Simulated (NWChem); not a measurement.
# C$_{3}$H$_{6}$OS; SMILES C(C)SC=O

```xyz
11

C      0.7579     1.8611    -0.4335
C      0.0170     1.0920     0.6433
S     -1.0945    -0.1893    -0.0106
C      0.0547    -1.5110    -0.2068
O      1.2233    -1.4757     0.0637
H      1.3864     2.6412     0.0248
H      1.4157     1.1923    -1.0066
H      0.0632     2.3494    -1.1330
H     -0.6271     1.7471     1.2486
H      0.7166     0.5779     1.3197
H     -0.4543    -2.4148    -0.6185
```
Atoms are numbered in this order, from 1.

All runs: NWChem. The geometry was optimised at PBE0/def2-SVP. Level: PBE0/def2-SVP with SMD (1 M gas to 1 M solution), gas-phase geometry.

For solvent toluene:

```yaml
solvation free energy (kcal/mol): -3.8
cavity-dispersion-structure term (kcal/mol): -1.8
dipole in solution (D): 1.56
```

Problem. Estimate the same quantities for solvent water.

Solution. 
| Property | Value |
|---|---|
| solvation free energy (kcal/mol) | -1.5 |
| cavity-dispersion-structure term (kcal/mol) | 4.0 |
| dipole in solution (D) | 2.03 |
